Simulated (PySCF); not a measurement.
## A small calculation by hand: entropy of an ideal gas

BrH3OSn, SMILES [OH][SnH2][Br].

Coordinates come from a r2SCAN-D4/def2-SVP optimisation. The def2 effective core potentials stand for the cores of Sn; spin–orbit coupling is left out. The values are those of a single conformer.

PySCF with r2SCAN-D4/def2-SVP gives the harmonic wavenumbers 120, 200, 256, 417, 511, 621, 642, 670, 850, 1921, 1971, 3834 cm⁻¹ and the rotational temperatures 0.4267, 0.0681, 0.0601 K. The molar mass is 217.64 g/mol, the symmetry number 1, the spin multiplicity 1.

Task: Work out the entropy at 298.15 K and 1 atm in the rigid-rotor, harmonic-oscillator model.

Result: 
Translation (Sackur–Tetrode at 1 atm): S = R[1.5 ln M + 2.5 ln T − 1.16487] = 175.9 J/(mol K).
Rotation: q = (√π/σ) T^1.5/√(θA θB θC) = 218000, S = R[ln q + 3/2] = 114.7 J/(mol K).
Vibration: with u = 1.4388 ν/T, each mode gives R[u/(e^u − 1) − ln(1 − e^−u)]:
| ν (cm⁻¹) | modes | u | S (J/(mol K)) |
|---|---|---|---|
| 120 | 1 | 0.58 | 12.97 |
| 200 | 1 | 0.97 | 8.92 |
| 256 | 1 | 1.24 | 7.07 |
| 417 | 1 | 2.01 | 3.77 |
| 511 | 1 | 2.47 | 2.64 |
| 621 | 1 | 3.00 | 1.74 |
| 642 | 1 | 3.10 | 1.60 |
| 670 | 1 | 3.23 | 1.44 |
| 850 | 1 | 4.10 | 0.71 |
| 1921 | 1 | 9.27 | 0.01 |
| 1971 | 1 | 9.51 | 0.01 |
The stiffer modes add less than 0.005 each. Sum 40.9 J/(mol K).
Spin: R ln 1 = 0.0 J/(mol K).
Total 331.4 J/(mol K); the program's own thermochemistry gives 331.5. Translation makes up 53 % and vibration 12 %. Anharmonicity, hindered rotation and orbital degeneracy are left out.
